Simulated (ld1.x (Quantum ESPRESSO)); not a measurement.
**vanadium: ultrasoft pseudisation with LDA (PZ), scalar-relativistic reference atom.**

```json
{
 "Element": "vanadium",
 "Generator": "ld1.x (Quantum ESPRESSO) 7.5",
 "Type": "ultrasoft",
 "Functional": "LDA (PZ)",
 "Relativity": "scalar-relativistic",
 "Frozen core": "[Ar]",
 "Valence charge": "5",
 "Reference configuration": "3d4 4s1 4p0",
 "Partial waves": "4s (bound): rcut 2.30, rcutus 2.85 bohr; 4s channel at -0.1 Ry: rcut 2.30, rcutus 2.85 bohr; 4p (bound, empty): rcut 2.70, rcutus 3.55 bohr; 4p channel at 3.4 Ry: rcut 2.70, rcutus 3.55 bohr; 3d (bound): rcut 1.60, rcutus 2.05 bohr; 3d channel at 0.55 Ry: rcut 1.60, rcutus 2.05 bohr",
 "Local potential": "all-electron potential smoothed inside 1.95 bohr (lloc = -1)",
 "Core correction": "Bessel-smoothed model core, default radius (core density twice the valence density)",
 "Augmentation charge": "PSQ, radius 1.20 bohr"
}
```

(1) Estimate the cutoffs (Ry, on a coarse ladder) from which the occupation-weighted sum of valence levels, in a spherical-Bessel basis at the reference potential, stays within 10 and 1 mRy of its value at 400 Ry.

(2) Does the potential have ghost states?

(3) Is the overlap operator S = 1 + Σ q|β⟩⟨β| positive definite (Bessel basis up to 400 Ry)?

(4) Which valence shell sets the plane-wave cutoff?

## Answers

(1) 21 Ry and 35 Ry.

(2) No extra level below or beside the all-electron valence levels (s, p, d, f tested). The logarithmic derivative shows an extra or strongly shifted pseudo pole above the reference energy (s near 1.20 Ry).

(3) Yes: its lowest eigenvalue is 0.30 (p channel).

(4) 3d: its level needs 25 Ry to come within 1 mRy, against 6 Ry for 4s.

Its largest configuration-test error is -1136 meV (3d2 4s0 4p0), which is poor. Test run stopped at test 9 of 9 (negative rho).
